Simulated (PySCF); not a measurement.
BClH3NO, SMILES NB(O)Cl.

Geometry: B3LYP-D3(BJ)/def2-SVP. One conformer was computed; it need not be the lowest.

Computed with PySCF with CAM-B3LYP/def2-TZVPD.

Symmetry labels are those of the subgroup Cs that the program uses (full group Cs).

Problem. List the valence orbital energies around the gap with their symmetry. (Estimate from the structure and the level; the computed values follow.)

Solution. 
| orbital | symmetry | energy (eV) |
|---|---|---|
| HOMO−7 | A' | -16.15 |
| HOMO−6 | A' | -14.94 |
| HOMO−5 | A' | -14.16 |
| HOMO−4 | A" | -12.76 |
| HOMO−3 | A' | -11.85 |
| HOMO−2 | A" | -10.60 |
| HOMO−1 | A' | -10.39 |
| HOMO | A" | -9.60 |
| LUMO | A' | 0.29 |
| LUMO+1 | A' | 1.14 |
| LUMO+2 | A' | 1.41 |
| LUMO+3 | A" | 1.77 |
